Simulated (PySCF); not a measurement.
Species: C2H12O2Si4.
SMILES: `CC(=O)O[Si@H]([SiH3])[SiH2][SiH3]`

Torsions of this conformer, `[CH3:1][C:2](=[O:3])[O:4][Si@H:5]([SiH3:6])[SiH2:7][SiH3:8]`: C1–C2–O4–Si5 180°, C2–O4–Si5–Si6 57°, O4–Si5–Si7–Si8 -22°.

The closed-shell ground state was solved at several levels (PySCF, density fitting, gas phase, non-relativistic). Geometry: PBE0-D3(BJ)/def2-SVP, one conformer, isolated molecule.

```tsv
level	basis functions	total energy (Eh)	HOMO (eV)	LUMO (eV)	gap (eV)	dipole (D)
HF/pcSseg-1	224	-1388.1277	-10.08	2.25	12.33	1.63
wB97X-D/def2-SVPD	278	-1391.2949	-9.33	0.73	10.06	1.49
```

Problem. What might PBE0/pcSseg-1 (224 basis functions) give for the same quantities?

Solution. Total energy -1391.0885 Eh, HOMO -7.68 eV, LUMO -0.94 eV, gap 6.74 eV, dipole 1.46 D.

Problem. Over all these levels, which gives the widest orbital gap and which the narrowest?

Solution. HF/pcSseg-1 (Hartree–Fock, all exact exchange) has the widest, 12.33 eV, and PBE0/pcSseg-1 (global hybrid, 25 % exact exchange) the narrowest, 6.74 eV. The two share the basis. From the narrowest to the widest the HOMO moves by -2.40 eV and the LUMO by +3.19 eV. The HOMO need not be the same orbital at Hartree–Fock and at DFT levels.

Problem. How far do the dipole and the HOMO energy spread over the levels?

Solution. The dipole runs from 1.46 to 1.63 D (mean 1.52 D) and the HOMO from -10.08 to -7.68 eV.

wB97X-D is run here without its empirical dispersion term; that term would change no orbital, density or response property at a fixed geometry.
